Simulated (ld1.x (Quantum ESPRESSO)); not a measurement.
**Transferability test, TM potential for calcium**

Ca (Z = 20), norm-conserving Troullier–Martins (Kleinman–Bylander form), made with ld1.x (Quantum ESPRESSO) 7.5 (PBE, scalar-relativistic). Core [Ne], reference 3s2 3p6 3d0 4s0 4p0 (charge +2). Waves: 3p (bound): rc 1.20 bohr; 3d (bound, empty): rc 2.40 bohr; 3s (bound): rc 1.95 bohr. Local part: the s channel. Core correction: Bessel-smoothed model core, default radius (core density twice the valence density).

Energies are relative to the spin-unpolarised reference configuration 3s2 3p6 3d0 4s0 4p0; without spin polarisation the order of configurations can differ from experiment.

| valence configuration | charge | ΔE all-electron (eV) | error AE − PS (meV) |
| --- | --- | --- | --- |
| 3s2 3p6 3d0 4s2 4p0 | 0 | -18.130 | +1041 |
| 3s2 3p6 3d0 4s1 4p0 | +1 | -11.821 | +767 |
| 3s2 3p6 3d0 4s1.5 4p0 | +0.5 | -15.626 | +946 |
| 3s2 3p6 3d0 4s1 4p1 | 0 | -15.708 | +672 |
| 3s2 3p6 3d1 4s1 4p0 | 0 | -15.848 | +464 |
| 3s2 3p6 3d0.5 4s1.5 4p0 | 0 | -17.077 | +708 |
| 3s2 3p5 3d0 4s2 4p0 | +1 | 16.538 | +2465 |
